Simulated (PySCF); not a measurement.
Worked example: chemical shift, span and skew from a shielding tensor

C2H6GeN2, SMILES [NH2][Ge@H]1[CH]=N[CH2]1. Atoms are numbered in the order given.

```xyz
11

N      1.9105     0.0061     0.8002
Ge     0.4108    -0.2099    -0.2374
C     -1.3068    -0.7120     0.6129
N     -1.9860     0.3005     0.2025
C     -1.0375     1.1719    -0.5259
H      2.7847     0.1559     0.2974
H      1.8416     0.6712     1.5693
H      0.8930    -1.0221    -1.4612
H     -1.7737    -1.5132     1.2056
H     -0.9152     2.1350    -0.0033
H     -1.3828     1.3836    -1.5515
```
Charge 0, spin multiplicity 1.

The structure is a stationary point at TPSSh-D3(BJ)/def2-SVP. The structure was generated by enumeration; whether it is a known compound was not checked. One conformer was computed; it need not be the lowest.

GIAO shieldings from PySCF with B3LYP/pcSseg-1, non-relativistic, no solvent. The symmetric part of the tensor of N1 has the principal values 212.2, 218.2, 253.9 ppm. The same nucleus in NH3 has σ = 265.5 ppm at this level (PySCF, at its B3LYP-D3(BJ)/def2-TZVP geometry).

Work out the isotropic shielding, the ¹⁵N shift against NH3, the span and the skew.


σ(iso) = (σ11 + σ22 + σ33)/3 = 228.1 ppm. δ = σ(ref) − σ(iso) = 265.5 − (228.1) = 37.4 ppm.
Span Ω = σ33 − σ11 = 41.7 ppm. Skew κ = 3(σ(iso) − σ22)/Ω = 0.71. Tumbling in solution averages the tensor to δ; in a static solid the shielding alone would spread this spin-1/2 line over Ω.
